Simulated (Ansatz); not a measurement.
The cluster W2F4. Charge 0, multiplicity 3. Geometry r2SCAN-D4/def2-SVP; atoms count from 1.

```csv
atom,x (Å),y (Å),z (Å)
W1,-1.052,0.015,0.510
W2,1.115,0.123,-0.329
F3,-1.576,1.798,0.759
F4,0.860,0.202,-2.185
F5,-1.571,-1.750,0.150
F6,2.223,-0.388,1.095
```

In the def2 sets W takes a core potential; there is no spin–orbit coupling. The structure comes from a short search, and lower isomers may exist.

Estimate the Mulliken populations from the PBE0/def2-TZVP orbitals of Ansatz.


| atom | charge (e) | spin (α − β) | d electrons |
| --- | --- | --- | --- |
| W1 | 0.79 | 1.03 | 4.07 |
| W2 | 0.79 | 1.03 | 4.07 |
| F3 | -0.40 | -0.01 | – |
| F4 | -0.40 | -0.01 | – |
| F5 | -0.40 | -0.01 | – |
| F6 | -0.40 | -0.01 | – |
Mulliken values depend strongly on the basis.

Where does the spin sit?

Summed by element: W 2.06, F -0.06, of 2 unpaired in all. Largest on single atoms: W1 1.03, W2 1.03, F4 -0.01.

And the Mayer bond orders between heavy atoms (over 0.3)?

W1–W2 2.58 (2.33 Å); W1–F3 0.96 (1.88 Å); W1–F5 0.97 (1.88 Å); W2–F4 0.97 (1.88 Å); W2–F6 0.96 (1.88 Å).
